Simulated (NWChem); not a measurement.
Program: NWChem. System: CBr, charge 0, spin multiplicity 2, at a geometry optimised with UPBE0/def2-SVP. The structure started from a generated list of species. Its SCF solution wasn't tested for a lower state. Level: UHF/def2-TZVP.

The NWChem input:

```
start mol
memory heap 200 mb stack 900 mb global 1100 mb
geometry units angstroms nocenter noautoz
  C      0.000000     0.000000     1.550585
  Br     0.000000     0.000000    -0.265815
  symmetry group C2v
end
basis spherical
  * library def2-tzvp
end
scf
  uhf
  nopen 1
  maxiter 100
  thresh 1e-7
  semidirect memsize 60000000 filesize 0
  # guess.movecs holds the orbitals of an unrestricted PBE0 run
  vectors input guess.movecs output mol.movecs
end
task scf energy
```

Part of the output:

```
             Northwest Computational Chemistry Package (NWChem) 7.3.0
             --------------------------------------------------------

                                NWChem Input Module
                                -------------------

 Scaling coordinates for geometry "geometry" by  1.889725989
 (inverse scale =  0.529177249)

 Turning off AUTOSYM since
 SYMMETRY directive was detected!

                             Geometry "geometry" -> ""
                             -------------------------

 Output coordinates in angstroms (scale by  1.889725989 to convert to a.u.)

  No.       Tag          Charge          X              Y              Z
 ---- ---------------- ---------- -------------- -------------- --------------
    1 C                    6.0000     0.00000000     0.00000000     1.55058500
    2 Br                  35.0000     0.00000000     0.00000000    -0.26581500

 Effective nuclear repulsion energy (a.u.)      61.1799285895

            Nuclear Dipole moment (a.u.)
            ----------------------------
        X                 Y               Z
 ---------------- ---------------- ----------------
     0.0000000000     0.0000000000    -0.0000283459

      Symmetry information
      --------------------

 Group name             C2v
 Group number             16
 Group order               4
 No. of unique centers     2

      Symmetry unique atoms

     1    2


 Summary of "ao basis" -> "" (spherical)
 ------------------------------------------------------------------------------
       Tag                 Description            Shells   Functions and Types
 ---------------- ------------------------------  ------  ---------------------
 *                         def2-tzvp                  on all atoms

 Summary of "ao basis" -> "ao basis" (spherical)
 ------------------------------------------------------------------------------
       Tag                 Description            Shells   Functions and Types
 ---------------- ------------------------------  ------  ---------------------
 C                         def2-tzvp                11       31   5s3p2d1f
 Br                        def2-tzvp                16       48   6s5p4d1f

                                 NWChem SCF Module
                                 -----------------

  ao basis        = "ao basis"
  functions       =    79
  atoms           =     2
  alpha electrons =    21
  beta  electrons =    20
  charge          =   0.00
  wavefunction    = UHF
  use symmetry    = T
  symmetry adapt  = T

 Summary of "ao basis" -> "ao basis" (spherical)
 ------------------------------------------------------------------------------
       Tag                 Description            Shells   Functions and Types
 ---------------- ------------------------------  ------  ---------------------
 C                         def2-tzvp                11       31   5s3p2d1f
 Br                        def2-tzvp                16       48   6s5p4d1f

      Symmetry analysis of basis
      --------------------------

        a1         35
        a2          8
        b1         18
        b2         18

 Forming initial guess at       0.0s

   Symmetry analysis of molecular orbitals - initial alpha
   -------------------------------------------------------

  Numbering of irreducible representations:

     1 a1          2 a2          3 b1          4 b2

  Orbital symmetries:

     1 a1          2 a1          3 a1          4 b2          5 b1
     6 a1          7 a1          8 a1          9 b2         10 b1
    11 a1         12 b2         13 b1         14 a2         15 a1
    16 a1         17 a1         18 b1         19 b2         20 a1
    21 b1         22 b2         23 a1         24 a1         25 b1
    26 b2         27 a1         28 a1         29 a2         30 a1
    31 b1

   Symmetry analysis of molecular orbitals - initial beta
   ------------------------------------------------------

  Numbering of irreducible representations:

     1 a1          2 a2          3 b1          4 b2

  Orbital symmetries:

     1 a1          2 a1          3 a1          4 b2          5 b1
     6 a1          7 a1          8 a1          9 b2         10 b1
    11 a1         12 b2         13 b1         14 a2         15 a1
    16 a1         17 a1         18 b2         19 b1         20 a1
    21 b2         22 b1         23 a1         24 a1         25 b2
    26 a1         27 b1         28 a1         29 a2         30 a1
    31 b2

 Starting SCF solution at       0.0s

 ----------------------------------------------
         Quadratically convergent UHF

 Convergence threshold     :          1.000E-07
 Maximum no. of iterations :          100
 Integral*density screening:          1.000E-09
 ----------------------------------------------

              iter       energy          gnorm     gmax       time
             ----- ------------------- --------- --------- --------
                 1    -2610.1333709170  6.44D-01  2.83D-01      0.8
                 2    -2610.1485260000  1.29D-01  2.21D-02      0.9
                 3    -2610.1510741104  5.25D-03  1.25D-03      0.9
                 4    -2610.1510830049  1.29D-05  3.10D-06      1.0
                 5    -2610.1510830050  4.90D-09  1.90D-09      1.1

       Final UHF  results
       ------------------

         Total SCF energy =  -2610.151083004996
      One electron energy =  -3754.105227126387
      Two electron energy =   1082.774215531909
 Nuclear repulsion energy =     61.179928589483

                       Sz =      0.5000
                 Sz(Sz+1) =      0.7500
                      S^2 =      0.7650
[...]
              1
    1 -490.0630
    2  -65.2058
    3  -58.5602
    4  -58.5600
    5  -58.5598
    6  -11.3710
    7   -9.8800
    8   -7.4898
    9   -7.4867
   10   -7.4862
   11   -3.2329
   12   -3.2309
   13   -3.2295
   14   -3.2249
   15   -3.2247
   16   -1.1127
   17   -0.7957
   18   -0.5423
   19   -0.4801
   20   -0.4751
   21   -0.3777
   22    0.0257
   23    0.1479
   24    0.2202
   25    0.3190
   26    0.3216
   27    0.3303
   28    0.3815
   29    0.3816
   30    0.4095
   31    0.4204

          Final beta eigenvalues
          ----------------------

              1
    1 -490.0629
    2  -65.2056
    3  -58.5605
    4  -58.5600
    5  -58.5588
    6  -11.3456
    7   -9.8797
    8   -7.4908
    9   -7.4872
   10   -7.4834
   11   -3.2331
   12   -3.2314
   13   -3.2283
   14   -3.2243
   15   -3.2239
   16   -1.0902
   17   -0.7137
   18   -0.4764
   19   -0.4630
   20   -0.4492
   21    0.0467
   22    0.0945
   23    0.1644
   24    0.2248
   25    0.3292
   26    0.3329
   27    0.3451
   28    0.3894
   29    0.4174
   30    0.4250
   31    0.4252

                    UHF Final Alpha Molecular Orbital Analysis
                    ------------------------------------------

 Vector   19  Occ=1.000000D+00  E=-4.800838D-01  Symmetry=a1
              MO Center= -9.2D-15,  1.2D-15,  9.7D-01, r^2= 2.3D+00
   Bfn.  Coefficient  Atom+Function         Bfn.  Coefficient  Atom+Function
  ----- ------------  ---------------      ----- ------------  ---------------
    49      0.375626  2 Br pz                 8     -0.285455  1 C  pz
    11     -0.259709  1 C  pz                 5     -0.257196  1 C  s
    43     -0.249895  2 Br pz                 4     -0.247638  1 C  s
    46      0.215553  2 Br pz                 3     -0.186777  1 C  s
    52      0.182255  2 Br pz

 Vector   20  Occ=1.000000D+00  E=-4.751279D-01  Symmetry=b2
              MO Center=  1.1D-17, -1.7D-15, -4.6D-02, r^2= 1.6D+00
   Bfn.  Coefficient  Atom+Function         Bfn.  Coefficient  Atom+Function
  ----- ------------  ---------------      ----- ------------  ---------------
    48      0.517040  2 Br py                42     -0.332939  2 Br py
    45      0.291608  2 Br py                51      0.265657  2 Br py

 Vector   21  Occ=1.000000D+00  E=-3.777068D-01  Symmetry=b1
              MO Center= -2.5D-15,  1.9D-15,  5.6D-01, r^2= 2.3D+00
   Bfn.  Coefficient  Atom+Function         Bfn.  Coefficient  Atom+Function
  ----- ------------  ---------------      ----- ------------  ---------------
    47      0.419332  2 Br px                 6     -0.361273  1 C  px
     9     -0.361902  1 C  px                50      0.292826  2 Br px
    41     -0.261862  2 Br px                44      0.238161  2 Br px
    12     -0.219130  1 C  px

 Vector   22  Occ=0.000000D+00  E= 2.567788D-02  Symmetry=b2
              MO Center= -5.6D-16, -2.2D-16,  1.2D+00, r^2= 2.4D+00
   Bfn.  Coefficient  Atom+Function         Bfn.  Coefficient  Atom+Function
  ----- ------------  ---------------      ----- ------------  ---------------
    13      0.567000  1 C  py                 7      0.335749  1 C  py
    51     -0.329195  2 Br py                10      0.318368  1 C  py
    48     -0.188660  2 Br py

 Vector   23  Occ=0.000000D+00  E= 1.479479D-01  Symmetry=a1
              MO Center= -3.2D-15,  4.5D-15,  3.8D-02, r^2= 4.6D+00
   Bfn.  Coefficient  Atom+Function         Bfn.  Coefficient  Atom+Function
  ----- ------------  ---------------      ----- ------------  ---------------
    52      1.141368  2 Br pz                37      0.998976  2 Br s
    14      0.749562  1 C  pz                 4     -0.671592  1 C  s
     5     -0.371690  1 C  s                 11      0.299420  1 C  pz
     8      0.244710  1 C  pz

 Vector   24  Occ=0.000000D+00  E= 2.202254D-01  Symmetry=a1
              MO Center=  2.5D-15,  1.2D-15,  2.7D-01, r^2= 5.1D+00
   Bfn.  Coefficient  Atom+Function         Bfn.  Coefficient  Atom+Function
  ----- ------------  ---------------      ----- ------------  ---------------
     5      2.973785  1 C  s                 37     -1.983604  2 Br s
    14     -1.301917  1 C  pz                52     -1.237849  2 Br pz
     4     -1.038962  1 C  s                 70     -0.462384  2 Br d  0
    11     -0.211328  1 C  pz                22      0.193947  1 C  d  0

                     UHF Final Beta Molecular Orbital Analysis
                     -----------------------------------------

 Vector   18  Occ=1.000000D+00  E=-4.763685D-01  Symmetry=b2
              MO Center= -1.8D-15, -2.8D-13, -8.3D-02, r^2= 1.6D+00
   Bfn.  Coefficient  Atom+Function         Bfn.  Coefficient  Atom+Function
  ----- ------------  ---------------      ----- ------------  ---------------
    48      0.526752  2 Br py                42     -0.337937  2 Br py
    45      0.296433  2 Br py                51      0.268799  2 Br py

 Vector   19  Occ=1.000000D+00  E=-4.630288D-01  Symmetry=b1
              MO Center=  4.7D-13,  1.3D-14, -1.3D-01, r^2= 1.6D+00
   Bfn.  Coefficient  Atom+Function         Bfn.  Coefficient  Atom+Function
  ----- ------------  ---------------      ----- ------------  ---------------
    47      0.532830  2 Br px                41     -0.343238  2 Br px
    44      0.302999  2 Br px                50      0.279757  2 Br px

 Vector   20  Occ=1.000000D+00  E=-4.492362D-01  Symmetry=a1
              MO Center=  4.0D-15, -1.1D-14,  1.2D+00, r^2= 2.2D+00
   Bfn.  Coefficient  Atom+Function         Bfn.  Coefficient  Atom+Function
  ----- ------------  ---------------      ----- ------------  ---------------
    49      0.351653  2 Br pz                 5     -0.299763  1 C  s
     4     -0.295046  1 C  s                  8     -0.274061  1 C  pz
    11     -0.242648  1 C  pz                43     -0.226717  2 Br pz
     3     -0.213052  1 C  s                 46      0.197743  2 Br pz
    52      0.177465  2 Br pz

 Vector   21  Occ=0.000000D+00  E= 4.668947D-02  Symmetry=b2
              MO Center= -5.9D-15,  1.4D-12,  1.3D+00, r^2= 2.5D+00
   Bfn.  Coefficient  Atom+Function         Bfn.  Coefficient  Atom+Function
  ----- ------------  ---------------      ----- ------------  ---------------
    13      0.623638  1 C  py                51     -0.330850  2 Br py
     7      0.321229  1 C  py                10      0.285996  1 C  py
    48     -0.171212  2 Br py

 Vector   22  Occ=0.000000D+00  E= 9.451446D-02  Symmetry=b1
              MO Center= -9.3D-13, -7.8D-15,  1.3D+00, r^2= 2.7D+00
   Bfn.  Coefficient  Atom+Function         Bfn.  Coefficient  Atom+Function
  ----- ------------  ---------------      ----- ------------  ---------------
    12      0.724493  1 C  px                50     -0.345631  2 Br px
     6      0.298682  1 C  px                 9      0.216402  1 C  px

 Vector   23  Occ=0.000000D+00  E= 1.644065D-01  Symmetry=a1
              MO Center=  2.6D-14, -4.9D-14, -1.0D-01, r^2= 4.7D+00
   Bfn.  Coefficient  Atom+Function         Bfn.  Coefficient  Atom+Function
  ----- ------------  ---------------      ----- ------------  ---------------
    52      1.275138  2 Br pz                37      1.163584  2 Br s
    14      0.858446  1 C  pz                 4     -0.640834  1 C  s
     5     -0.596909  1 C  s                 11      0.291494  1 C  pz
     8      0.226347  1 C  pz

 center of mass
 --------------
 x =   0.00000000 y =   0.00000000 z =  -0.05419362

 moments of inertia (a.u.)
 ------------------
         122.926320010279           0.000000000000           0.000000000000
           0.000000000000         122.926320010279           0.000000000000
           0.000000000000           0.000000000000           0.000000000000

  Mulliken analysis of the total density
  --------------------------------------

    Atom       Charge   Shell Charges
 -----------   ------   -------------------------------------------------------
    1 C    6     6.06   0.86  1.11  0.65  0.98  0.30  0.82  0.99  0.26  0.01  0.06  0.00
    2 Br  35    34.94   2.00  2.00  1.16  0.78  1.01  0.93  6.00  5.94  1.25  2.73  1.07  8.99  1.02  0.00  0.05  0.01

  Mulliken analysis of the alpha density
  --------------------------------------

    Atom       Charge   Shell Charges
 -----------   ------   -------------------------------------------------------
    1 C    6     3.53   0.43  0.56  0.34  0.51  0.13  0.61  0.72  0.19  0.01  0.03  0.00
    2 Br  35    17.47   1.00  1.00  0.58  0.39  0.51  0.46  3.00  2.97  0.63  1.36  0.53  4.49  0.51  0.01  0.03  0.01

   Mulliken analysis of the beta density
   -------------------------------------

    Atom       Charge   Shell Charges
 -----------   ------   -------------------------------------------------------
    1 C    6     2.53   0.43  0.56  0.31  0.48  0.17  0.21  0.27  0.08  0.00  0.03  0.00
    2 Br  35    17.47   1.00  1.00  0.58  0.39  0.51  0.47  3.00  2.97  0.62  1.37  0.54  4.49  0.51 -0.00  0.02  0.00

   Mulliken analysis of the spin density
   -------------------------------------

    Atom       Charge   Shell Charges
 -----------   ------   -------------------------------------------------------
    1 C    6     1.00   0.00 -0.00  0.04  0.03 -0.03  0.41  0.44  0.11  0.00  0.00 -0.00
    2 Br  35     0.00  -0.00  0.00  0.00 -0.00  0.00 -0.01  0.00  0.00  0.01 -0.01 -0.01  0.00  0.00  0.01  0.01  0.00

       Multipole analysis of the density wrt the origin
       ------------------------------------------------

     L   x y z        total         alpha         beta         nuclear
     -   - - -        -----         -----         ----         -------
     0   0 0 0     -0.000000    -21.000000    -20.000000     41.000000

     1   1 0 0     -0.000000      0.000000     -0.000000      0.000000
     1   0 1 0      0.000000      0.000000      0.000000      0.000000
     1   0 0 1     -0.414817     -1.495775      1.080986     -0.000028

     2   2 0 0    -18.629817    -10.375249     -8.254568      0.000000
     2   1 1 0     -0.000000     -0.000000      0.000000      0.000000
     2   1 0 1      0.000000     -0.000000      0.000000      0.000000
     2   0 2 0    -17.269694     -8.883065     -8.386629      0.000000
     2   0 1 1      0.000000      0.000000      0.000000      0.000000
     2   0 0 2    -19.566555    -44.147418    -35.766194     60.347057

 Task  times  cpu:        1.1s     wall:        1.1s

 Total times  cpu:        1.2s     wall:        1.2s
```
